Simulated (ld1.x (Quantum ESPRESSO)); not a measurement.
**Reading a pseudo-wave (phosphorus (P))**

Columns: radius, all-electron u(r) and pseudo u(r) of the 3p shell (level -9.76 eV) of phosphorus in the configuration [Ne] 3s2 3p2.5; LDA (PZ), scalar-relativistic, ultrasoft scheme, ld1.x (Quantum ESPRESSO) 7.5.

```csv
r (bohr),all-electron,pseudo
0.088,0.1181,-0.0058
0.175,0.2553,-0.0229
0.262,0.3149,-0.0503
0.350,0.3005,-0.0873
0.438,0.2349,-0.1321
0.525,0.1412,-0.1822
0.612,0.0344,-0.2361
0.700,-0.0764,-0.2926
0.788,-0.1830,-0.3491
0.875,-0.2804,-0.4035
0.962,-0.3677,-0.4551
1.050,-0.4448,-0.5035
1.138,-0.5104,-0.5472
1.225,-0.5643,-0.5855
1.312,-0.6080,-0.6186
1.400,-0.6425,-0.6467
1.487,-0.6680,-0.6691
1.575,-0.6859,-0.6860
1.662,-0.6967,-0.6967
1.750,-0.7016,-0.7016
1.838,-0.7012,-0.7012
1.925,-0.6965,-0.6965
2.012,-0.6880,-0.6880
2.100,-0.6764,-0.6764
2.188,-0.6621,-0.6621
2.275,-0.6459,-0.6459
```

(1) How many radial nodes do the two functions have?

(2) At about which radius was the pseudo-wave matched?

(3) Where does each function peak?

(4) Is the pseudo-wave norm-conserving?

Results:

(1) The all-electron 3p function has n − l − 1 = 1; the pseudo-wave has 0, since the states of the same l below it are removed with the core.

(2) 1.65 bohr, where the columns begin to agree (steps of 0.09 bohr).

(3) Outermost all-electron maximum near 1.75 bohr, pseudo maximum near 1.75 bohr (to the table’s step).

(4) No, it belongs to an ultrasoft set: the norm inside the radius is not constrained, and the difference is carried by the augmentation charge.
